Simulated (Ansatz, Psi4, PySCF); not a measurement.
C₂H₉AlO₄Si (SMILES [CH3][Al]([CH3])[O][Si](O)(O)O), singlet, at a GFN2-xTB geometry (such geometries of metal compounds can be far from the true shape). Base run: PySCF with MP2/STO-3G.

Here is a job for PySCF.
```python
from pyscf import gto, scf, mp

mol = gto.M(
    atom='''
Al   -0.083611    1.590593    0.930559
C     1.117525    3.024282    0.232748
H     2.164347    2.704985    0.241677
H     1.055640    3.950471    0.806066
H     0.882546    3.269118   -0.807794
C    -1.342096    1.627219    2.478961
H    -2.362704    1.383786    2.167924
H    -1.375904    2.596334    2.978950
H    -1.068800    0.881995    3.232295
O    -0.025803    0.139643    0.090612
Si    0.062616   -1.264324   -0.737812
O     1.219612   -2.207047   -0.106196
O     0.410283   -0.967273   -2.292212
O    -1.347680   -2.058223   -0.662546
H     1.045293   -2.635772    0.725870
H     1.264354   -0.600378   -2.499717
H    -2.098316   -1.693509   -1.120698
''',
    basis='sto-3g',
    charge=0,
    spin=0,
    verbose=4,
)

mf = scf.RHF(mol)
mf.kernel()

pt = mp.MP2(mf)
pt.kernel()
print('E(MP2) = %.10f' % pt.e_tot)
```

The same geometry, method and basis name were run in Ansatz (an electronic-structure program) and Psi4 and PySCF, at each program's defaults and at the settings that a row names. The base is PySCF at its defaults. Differences at the defaults can come from grids, fitting, cores and function types together.

```json
[
 {"code and settings": "PySCF, defaults (exact integrals, spherical functions, all electrons correlated)", "ΔE vs base (mEh)": "0.000", "basis functions": "57", "E (Eh)": "-900.51681", "SCF cycles": "9"},
 {"code and settings": "Psi4, defaults (density fitting with its default set, spherical functions, all electrons correlated)", "ΔE vs base (mEh)": "-0.985", "basis functions": "57", "E (Eh)": "-900.51779", "SCF cycles": "10"},
 {"code and settings": "Ansatz, defaults (factorised integrals, spherical functions, frozen core)", "ΔE vs base (mEh)": "12.605", "basis functions": "57", "E (Eh)": "-900.50420", "SCF cycles": "-"},
 {"code and settings": "PySCF, frozen core", "ΔE vs base (mEh)": "12.579", "basis functions": "57", "E (Eh)": "-900.50423", "SCF cycles": "9"},
 {"code and settings": "Psi4, exact integrals, spherical functions, frozen core", "ΔE vs base (mEh)": "12.579", "basis functions": "57", "E (Eh)": "-900.50423", "SCF cycles": "10"},
 {"code and settings": "Ansatz, high accuracy, frozen core", "ΔE vs base (mEh)": "12.579", "basis functions": "57", "E (Eh)": "-900.50423", "SCF cycles": "-"}
]
```
